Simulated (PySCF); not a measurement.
A structure optimised at PBE-D3(BJ)/def2-SVP, used in a PySCF frequency run:

```xyz
12

C      0.0693     2.3580     0.0000
C     -0.1259     0.8796     0.0000
N     -1.3136     0.3487     0.0000
C     -1.2527    -1.0987     0.0000
N     -0.1637    -1.7882     0.0000
Si     1.1450    -0.5770     0.0000
H      0.6604     2.6725     0.8868
H     -0.9046     2.8846     0.0000
H      0.6604     2.6725    -0.8868
H     -2.2517    -1.5831     0.0000
H      2.0015    -0.6629    -1.2306
H      2.0015    -0.6629     1.2306
```
Charge 0, spin multiplicity 1.

**Question.** Write its SMILES, formula and point group.

**Answer.** CC1=NC=N[SiH2]1, C3H6N2Si, Cs

**Question.** What are its rotational constants (standard atomic weights)?

**Answer.** 5.0591, 2.8550, 1.8883 GHz
